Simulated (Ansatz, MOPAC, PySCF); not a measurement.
Pair of molecules: H2S (SMILES S) (first 3 atoms) with CH4O (SMILES CO); geometry from B3LYP-D3(BJ)/def2-TZVP.
(charge 0, multiplicity 1):
```xyz
9

S      0.0804     1.4955    -0.1962
H      1.2980     0.9304    -0.2127
H     -0.5319     0.3249    -0.4357
C      0.1589     0.1052     3.2580
O      0.2464    -0.5557     4.5139
H     -0.8575     0.4458     3.0354
H      0.4489    -0.6192     2.4988
H      0.8366     0.9625     3.1897
H     -0.0066     0.0634     5.2055
```

Counterpoise-corrected where a basis set is named; no monomer relaxation. Rows marked so take none.

Rows in 6-31G* carry no dispersion term and start afresh at each structure (6-31G* with six Cartesian d functions). The state that PM3 reach isn't checked.

Run with Ansatz (a first-principles code) with Gaussian orbitals; MOPAC for PM3 (differences of heats of formation); PySCF for 6-31G* rows, the dispersion terms. Each number belongs to the level named beside it.

### Question
Estimate the interaction energy that PM3 returns for this input.

### Answer
0.3 kcal/mol
